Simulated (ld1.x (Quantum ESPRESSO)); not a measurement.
## Ga (Z = 31), ultrasoft: configuration errors across variants

gallium (Ga), ultrasoft, made with ld1.x (Quantum ESPRESSO) 7.5 (LDA (PZ), scalar-relativistic). Core [Ne], reference 3s2 3p6 3d10 4s1 4p0 (charge +2). Waves: 3s (bound): rcut 1.00, rcutus 1.10 bohr; 4s (bound): rcut 1.00, rcutus 1.10 bohr; 3p (bound): rcut 0.95, rcutus 1.20 bohr; 4p (bound, empty): rcut 0.95, rcutus 1.20 bohr; 3d (bound): rcut 1.15, rcutus 1.40 bohr; 3d channel at -1.55 Ry: rcut 1.15, rcutus 1.40 bohr; 4f channel at 0.45 Ry: rcut 1.15, rcutus 1.30 bohr; 4f channel at 1.25 Ry: rcut 1.15, rcutus 1.30 bohr. Local part: all-electron potential smoothed inside 1.25 bohr (lloc = -1). Core correction: a·sin(br)/r model core, default radius (core density twice the valence density). Augmentation charge: PSQ, inside the norm-conserving radii.

All-electron excitation energies from the reference (eV): (1) 3s2 3p6 3d10 4s2 4p1 -27.391; (2) 3s2 3p6 3d10 4s2 4p0 -21.503; (3) 3s2 3p6 3d10 4s0 4p0 31.600; (4) 3s2 3p6 3d10 4s1 4p2 -20.779; (5) 3s2 3p6 3d9 4s2 4p1 0.575; (6) 3s2 3p6 3d10 4s2 4p1.3 -27.969; (7) 3s2 3p6 3d10 4s0 4p3 -13.847; (8) 3s2 3p6 3d10 4s1 4p0 spin -0.308; (9) 3s2 3p6 3d10 4s2 4p1 spin -27.525.

Spin tests fill each open shell by Hund’s rule, majority spin first.

Tests that are not counted but printed errors over 1 eV. “waves 3p (bound): rcut 0.95, rcutus 1.56 bohr; 4p (bound): rcut 0.95, rcutus 1.56 bohr”: 3s2 3p6 3d10 4s1 4p2 (solver errors, printed error -5695 eV); 3s2 3p6 3d9 4s2 4p1 (solver errors, printed error -4.1 eV).

3 further variants failed, have other tests or too few solved ones, and are left out.

Errors AE − PS in meV (a dash: test not solved or not reliable):

| change | (1) | (2) | (3) | (4) | (5) | (6) | (7) | (8) | (9) | bound ghosts |
| --- | --- | --- | --- | --- | --- | --- | --- | --- | --- | --- |
| base | +1.4 | +1.3 | -6.0 | -33 | +117 | +0.2 | -126 | +1.7 | +2.3 | none |
| waves 3s (bound): rcut 0.82, rcutus 0.86 bohr; 4s (bound): rcut 0.82, rcutus 0.86 bohr | -6.4 | +1.4 | -4.0 | -27 | +81 | -7.9 | -67 | -0.1 | -5.5 | none |
| waves 3p (bound): rcut 0.95, rcutus 1.56 bohr; 4p (bound): rcut 0.95, rcutus 1.56 bohr | +4.5 | +1.3 | -6.1 | – | – | +5.0 | – | – | – | none |

Problem. Give the same row for: all radii but the core radius scaled by about 1.38 (s 1.52, p 1.66, d 1.94, f 1.80 bohr, rcut 1.38/1.32/1.60/1.60); local potential all-electron potential smoothed inside 1.74 bohr (lloc = -1).

Solution. –, –, –, –, –, –, –, –, –; bound ghosts: none.
